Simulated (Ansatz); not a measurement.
Total energies of the cluster HfSe₂⁺ from Ansatz at PBE0-D4/def2-TZVP, gas phase (1 Eh = 27.2114 eV = 2625.5 kJ/mol). The reference geometry is relaxed at PBE0-D4/def2-TZVP.

```xyz
3

Hf   -0.837    0.240   -0.681
Se    0.535   -1.630   -0.334
Se    0.301    1.390    1.016
```

```
           state                      geometry  energy (Eh)
charge 1 doublet                     reference  -4850.31672
charge 0 singlet                     reference  -4850.58618
charge 1 quartet  relaxed at PBE0-D4/def2-TZVP  -4850.26617
```

In the def2 sets Hf takes a core potential; there is no spin–orbit coupling.

(1) Work out the vertical electron affinity, to the singlet.

(2) Which of the charge 1 states is lowest, and how far above it are the others?

(1) E(charge 1 doublet) − E(charge 0 singlet) = -4850.31672 − (-4850.58618) = 0.26946 Eh = 7.33 eV.

(2) The doublet. quartet: -4850.26617 − (-4850.31672) = 0.05055 Eh = 132.7 kJ/mol.

A triplet lies near this restricted singlet, and broken spin symmetry wasn't tried. 

The structure comes from a short search, and lower isomers may exist.
